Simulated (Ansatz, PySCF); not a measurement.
This triplet is an excited state, 3.62 eV above the relaxed singlet at the level composite: frozen-core CCSD(T) with HF/cc-pV5Z and the correlation energy extrapolated as X^-3 from cc-pVQZ and cc-pV5Z, plus CCSDT(Q) minus CCSD(T) in cc-pVTZ // B3LYP-D3(BJ)/def2-TZVP (Ansatz, an electronic-structure program).

B3LYP has the VWN-RPA correlation part, as in Gaussian. 

BF, SMILES `[B]F` (excited triplet) (charge 0, multiplicity 3)

All values below come from PySCF with B3LYP-D3(BJ)/def2-TZVP.

```json
{
  "highest_occupied_spin_orbital": "-4.46 eV",
  "dipole_moment": "0.65 D",
  "total_energy": "-3390.43 eV",
  "cost": "very roughly 7 core-seconds"
}
```

Bond lengths (Å): B1–F2 1.315.
Charge 0, spin multiplicity 3.
